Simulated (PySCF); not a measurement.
## A small calculation by hand: chemical shift, span and skew from a shielding tensor

pent-4-en-1-ol (C5H10O), SMILES OCCCC=C. Atoms are numbered in the order given.

```xyz
16

C      2.6310     0.3846    -0.3540
C      1.4023     0.4107     0.1697
C      0.5589    -0.7957     0.4693
C     -0.6509    -0.9593    -0.4701
C     -1.5540     0.2639    -0.5366
O     -1.9337     0.6177     0.7805
H      3.1268    -0.5614    -0.5983
H      3.1913     1.3024    -0.5534
H      0.9459     1.3800     0.4057
H      1.1774    -1.7068     0.4174
H      0.1767    -0.7156     1.5004
H     -0.3026    -1.1836    -1.4929
H     -1.2463    -1.8247    -0.1330
H     -2.4369     0.0304    -1.1656
H     -1.0151     1.0950    -1.0349
H     -2.4719     1.4173     0.7413
```
Charge 0, spin multiplicity 1.

Geometry: B3LYP-D3(BJ)/def2-SVP. Other conformers were not sampled.

GIAO shieldings from PySCF with PBE/pcSseg-1, non-relativistic, no solvent. The symmetric part of the tensor of C2 has the principal values -90.1, 32.2, 156.6 ppm. The same nucleus in TMS has σ = 182.0 ppm at this level (PySCF, at its B3LYP-D3(BJ)/def2-TZVP geometry).

Problem. Work out the isotropic shielding, the ¹³C shift against TMS, the span and the skew.

Solution. 
σ(iso) = (σ11 + σ22 + σ33)/3 = 32.9 ppm. δ = σ(ref) − σ(iso) = 182.0 − (32.9) = 149.1 ppm.
Span Ω = σ33 − σ11 = 246.7 ppm. Skew κ = 3(σ(iso) − σ22)/Ω = 0.01. Tumbling in solution averages the tensor to δ; in a static solid the shielding alone would spread this spin-1/2 line over Ω.
